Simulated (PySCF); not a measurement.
## Ag: a base run and its variants

Base input, run as `python input.py` with PySCF 2.14:

```python
from pyscf import gto, scf
from pyscf.prop.polarizability import uhf as pol

mol = gto.M(
    atom='Ag 0 0 0',
    basis='def2-tzvpp',
    ecp={'Ag': 'def2-tzvpp'},
    charge=0,
    spin=1,
    verbose=4,
)
mf = scf.UHF(mol)
mf.kernel()
print('polarizability (a.u.)')
print(pol.Polarizability(mf).polarizability().round(4))
mf.dip_moment()
print('orbital energies (hartree):', [e[max(0, n-3):n+3].round(4) for e, n in zip(mf.mo_energy, mol.nelec)])
```

Base result: E(SCF) = -146.116958 Eh, 9 cycles, ⟨S²⟩ = 0.752, α(xx, yy, zz) = 81.1, 81.1, 81.1 bohr³. No search for the lowest solution was made, and open d or f shells often end in a higher one.

Wall time 2 s on one thread of a shared host.

Each row names what differs from the base; energies in brackets are changes from the base.

```tsv
change	result
spin (2S): 1 → 5	not converged: SCF after 50 cycles
cycle limit: 50 → 8	not converged: SCF after 8 cycles
level shift (hartree): none → 1	E(SCF) = -146.116958 Eh (+0.0000 eV), 26 cycles, ⟨S²⟩ = 0.752, α(xx, yy, zz) = 81.1, 81.1, 81.1 bohr³
basis set: def2-tzvpp → def2-svpd [with its own core potential]	E(SCF) = -146.084101 Eh, 9 cycles, ⟨S²⟩ = 0.752, α(xx, yy, zz) = 80.7, 80.7, 80.7 bohr³
step after the SCF: polarizability → mp2; frozen orbitals: default → 0	E(SCF) = -146.116958 Eh (+0.0000 eV), 9 cycles, E(MP2) − E(SCF) = -0.65387 Eh, ⟨S²⟩ = 0.752
spin (2S): 1 → 2 [unsound on purpose]	stops with RuntimeError (Electron number 19 and spin 2 are not consistent)
smearing width (hartree): none → 0.2; step after the SCF: polarizability → none [unsound on purpose] [smearing does not keep the typed spin]	E(SCF) = -145.002600 Eh (+30.3232 eV), 13 cycles
```
